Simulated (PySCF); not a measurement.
From results back to the method.

C2H8O2Si.
Z-matrix (Å and degrees, PBE0-D3(BJ)/def2-SVP geometry), rows numbered from 1:
```
C 
Si  1  1.8730
C   2  1.8580  1  111.65
O   2  1.6732  1  108.73  3   123.62
O   2  1.6648  1  111.73  3  -118.47
H   1  1.1022  2  111.82  3   -59.81
H   1  1.1020  2  111.69  3   179.04
H   1  1.1015  2  110.28  3    59.70
H   3  1.1010  2  110.75  1   -65.15
H   3  1.1007  2  110.26  1   175.37
H   3  1.1010  2  111.36  1    55.29
H   4  0.9601  2  116.18  1   -12.63
H   5  0.9613  2  115.11  1   -82.64
```

The closed-shell ground state was solved 7 times with PySCF (density fitting, gas phase), always in the pcSseg-2 basis (299 functions), with these functionals: B97-2, CAM-B3LYP, HF, KT3, LC-wPBE, mPW1PW91 and wB97X-D.

```
row  total energy (Eh)  HOMO (eV)  LUMO (eV)  dipole (D)
  P          -521.1457      -7.85       0.16        2.13
  Q          -526.7689      -6.80      -0.79        1.98
  R          -521.0008     -10.88       1.97        2.24
  S          -521.1424     -10.01       1.83        2.18
  T          -519.2940     -11.56       2.28        2.32
  U          -521.1705      -8.15       0.13        2.15
  V          -521.1362      -9.55       0.77        2.21
```

Which functional belongs to which row?

P = B97-2, Q = KT3, R = LC-wPBE, S = wB97X-D, T = HF, U = mPW1PW91, V = CAM-B3LYP. By rising HOMO–LUMO gap: KT3 (GGA) 6.01 eV; B97-2 (global hybrid, 21 % exact exchange) 8.01 eV; mPW1PW91 (global hybrid, 25 % exact exchange) 8.28 eV; CAM-B3LYP (range-separated hybrid) 10.32 eV; wB97X-D (range-separated hybrid) 11.84 eV; LC-wPBE (range-separated hybrid) 12.85 eV; HF (all exact exchange) 13.84 eV. Total energies of different functionals aren't bounds to one another; each is stationary for its own functional.

One conformer stands for the species.

wB97X-D is run here without its empirical dispersion term; that term would change no orbital, density or response property at a fixed geometry.
